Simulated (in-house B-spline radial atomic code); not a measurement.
A calculation on Ar IV (Ar3+): its settings, and results tabulated from the run. Method: non-relativistic B3LYP, spin-polarised, spherical fractional occupations, exact exchange averaged over the configuration, point nucleus. Calculated with a B-spline radial code for spherical atoms.

Command:
```bash
python run_scf.py task.json out
```
Settings:
```
Z                18
configuration    [Ne] 3s2 3p3
hamiltonian      nr
method           b3lyp
spin_polarised   True
exact_exchange   averaged over the configuration
```

Output (hartree, bohr):
```
 radial grid: 45 intervals, B-splines of order 8, outer radius 18.6486 bohr

 iter        energy (Eh)    residual
    1        -522.479768    2.66e-01
    2        -524.249298    1.14e-01
    3        -524.442986    3.52e-02
    4        -524.464619    1.17e-02
    5        -524.467006    4.47e-03
    6        -524.467317    1.37e-04
    7        -524.467317    1.75e-05
    8        -524.467317    6.50e-07
    9        -524.467317    3.83e-08

 total energy                      -524.46732
 kinetic                             523.8518
 electron-nucleus                  -1222.8318
 Hartree                             204.1483
 exact exchange                       -5.8054
 exchange-correlation                -23.8302

 orbital      occ     eigenvalue          <r>       <r^2>       <1/r>     <1/r^3>       <r^4>       r_max
 1s up      1.000      -116.9164    0.0862019  0.00998263     17.5433           - 0.000256273     0.05655
 1s down    1.000      -116.8824    0.0861817  0.00997762     17.5465           - 0.000256003     0.05655
 2s up      1.000       -12.9062     0.415131    0.204376     3.53595           -     0.07468      0.3399
 2s down    1.000       -12.8765     0.414838    0.203886     3.53488           -   0.0739386      0.3402
 2p up      3.000       -10.4699     0.375928    0.175418     3.45404     125.573   0.0647949      0.2808
 2p down    3.000       -10.4230     0.376215    0.175516     3.44962     125.121   0.0645425      0.2814
 3s up      1.000        -2.5579      1.29006     1.90328     1.07405           -     5.65335       1.134
 3s down    1.000        -2.3530      1.30549     1.95723     1.06404           -     6.08669       1.134
 3p up      3.000        -1.9538      1.38741     2.23155    0.975152     13.9798     8.13763       1.194
```

Cost of the run: 0.28 s on 1 thread of Intel(R) Xeon(R) Platinum 8488C, on a shared host.
